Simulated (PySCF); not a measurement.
PySCF input (M06-2X/6-311+G**):

```python
from pyscf import gto, dft

mol = gto.M(
    atom='''
    B    -0.00000000   -0.00000000   -0.73134743
    O     0.00000000    0.00000000    0.45709214
    ''',
    basis='6-311+g**',
    charge=1,
    spin=0,
    verbose=4,
)

mf = dft.RKS(mol, xc='m062x')
mf.grids.level = 4
mf.conv_tol = 1e-9
mf.max_cycle = 100
mf.max_memory = 1500
mf.kernel()
if not mf.converged:
    mf = mf.newton()
    mf.kernel(mf.make_rdm1())
mf.dip_moment()
```

Output:

```
PySCF version 2.14.0

[INPUT] verbose = 4
[INPUT] num. atoms = 2
[INPUT] num. electrons = 12
[INPUT] charge = 1
[INPUT] spin (= nelec alpha-beta = 2S) = 0
[INPUT] symmetry False subgroup None
[INPUT] Mole.unit = angstrom
[INPUT] Symbol           X                Y                Z      unit          X                Y                Z       unit  Magmom
[INPUT]  1 B      0.000000000000   0.000000000000  -0.731347430000 AA    0.000000000000   0.000000000000  -1.382046344605 Bohr   0.0
[INPUT]  2 O      0.000000000000   0.000000000000   0.457092140000 AA    0.000000000000   0.000000000000   0.863778958291 Bohr   0.0

nuclear repulsion = 17.8108243541571
number of shells = 20
number of NR pGTOs = 70
number of NR cGTOs = 44
basis = 6-311+g**
ecp = {}

******** <class 'pyscf.dft.rks.RKS'> ********
method = RKS
initial guess = minao
damping factor = 0
level_shift factor = 0
DIIS = <class 'pyscf.scf.diis.CDIIS'>
diis_start_cycle = 1
diis_space = 8
diis_damp = 0
SCF conv_tol = 1e-09
SCF conv_tol_grad = None
SCF max_cycles = 100
direct_scf = True
direct_scf_tol = 1e-13
XC library pyscf.dft.libxc version 7.1.2
    S. Lehtola, C. Steigemann, M. J. T. Oliveira, and M. A. L. Marques,  SoftwareX 7, 1–5 (2018)
XC functionals = m062x
    Y. Zhao and D. G. Truhlar,  Theor. Chem. Acc. 120, 215 (2008)
    Y. Zhao and D. G. Truhlar,  Theor. Chem. Acc. 120, 215 (2008)
radial grids:
    Treutler-Ahlrichs [JCP 102, 346 (1995); DOI:10.1063/1.469408] (M4) radial grids

becke partition: Becke, JCP 88, 2547 (1988); DOI:10.1063/1.454033
pruning grids: <function nwchem_prune>
grids dens level: 4
symmetrized grids: False
atomic radii adjust function: <function treutler_atomic_radii_adjust>
small_rho_cutoff = 0
Set gradient conv threshold to 3.16228e-05
Initial guess from minao.
tot grids = 56368
init E= -100.127517786961
  HOMO = -0.516592457871788  LUMO = -0.270581670344008  gap/eV = 6.69429
cycle= 1 E= -99.3346574810985  delta_E= 0.793  |g|= 0.838  |ddm|= 1.62
  HOMO = -0.692980344966426  LUMO = -0.586233733590728  gap/eV = 2.90472
cycle= 2 E= -97.3359542793594  delta_E=    2  |g|= 3.11  |ddm|= 1.95
  HOMO = -0.803090090456614  LUMO = -0.578970275440795  gap/eV = 6.09861
cycle= 3 E= -99.5301555506715  delta_E= -2.19  |g|= 0.0773  |ddm|=  1.6
  HOMO = -0.791464461419711  LUMO = -0.564181538558412  gap/eV = 6.18468
cycle= 4 E= -99.5320435725468  delta_E= -0.00189  |g|= 0.0239  |ddm|= 0.101
  HOMO = -0.794399342958065  LUMO = -0.559999438305578  gap/eV = 6.37835
cycle= 5 E= -99.5324079874217  delta_E= -0.000364  |g|= 0.00817  |ddm|= 0.0398
  HOMO = -0.792452761455923  LUMO = -0.557477046661436  gap/eV = 6.39401
cycle= 6 E= -99.5325037843113  delta_E= -9.58e-05  |g|= 0.00453  |ddm|= 0.0247
  HOMO = -0.791734438299498  LUMO = -0.557090605204799  gap/eV = 6.38498
cycle= 7 E= -99.5325366203814  delta_E= -3.28e-05  |g|= 0.00182  |ddm|= 0.0178
  HOMO = -0.791350792716851  LUMO = -0.557129931898174  gap/eV = 6.37347
cycle= 8 E= -99.5325384510554  delta_E= -1.83e-06  |g|= 0.000333  |ddm|= 0.00422
  HOMO = -0.791344736770151  LUMO = -0.557207631997112  gap/eV = 6.37120
cycle= 9 E= -99.5325384723307  delta_E= -2.13e-08  |g|= 2.53e-05  |ddm|= 0.000305
  HOMO = -0.791342350954719  LUMO = -0.557203860794061  gap/eV = 6.37123
cycle= 10 E= -99.5325384725301  delta_E= -1.99e-10  |g|= 3.68e-06  |ddm|= 3.28e-05
  HOMO = -0.79134355193951  LUMO = -0.557204232873584  gap/eV = 6.37126
Extra cycle  E= -99.5325384725216  delta_E= 8.53e-12  |g|= 7.96e-06  |ddm|= 6.08e-06
converged SCF energy = -99.5325384725216

WARN: System has nonzero charge 1; the dipole moment is origin-dependent.
Location of origin: [0. 0. 0.]

Dipole moment(X, Y, Z, Debye): -0.00000, -0.00000, -6.28185
```

The dipole moment of an ion depends on the origin.
